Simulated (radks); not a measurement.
Spherical quantum dot in the effective-mass picture: electrons in a well V = -V0 / (1 + exp((r - R)/a)) with V0 = 5.34, R = 6.79, a = 0.34, all in effective atomic units (hartree* = m*/eps^2 hartree, bohr* = eps/m* bohr), one dielectric constant everywhere. Calculated with a radial shooting solver with Libxc functionals: non-relativistic Kohn-Sham, PBEsol, spin-polarised, spherical densities. Levels are named by radial order and angular momentum (1s, 1p, 1d, 2s, ...), and open shells are averaged over m.

N = 12, configuration 1s2 1p6 1d(up 4, down 0). This is the lowest configuration that the search found. Occupied levels:

| level | occupation | eigenvalue (hartree*) | <r> (bohr*) |
|---|---|---|---|
| 1s up | 1 | -3.0017 | 4.475 |
| 1s down | 1 | -2.9683 | 4.419 |
| 1p up | 3 | -2.9426 | 4.635 |
| 1p down | 3 | -2.9071 | 4.603 |
| 1d up | 4 | -2.8394 | 4.788 |

Energy (hartree*): total -48.3058, kinetic 2.9491, external -62.853, Hartree 14.213, exchange-correlation -2.6145.
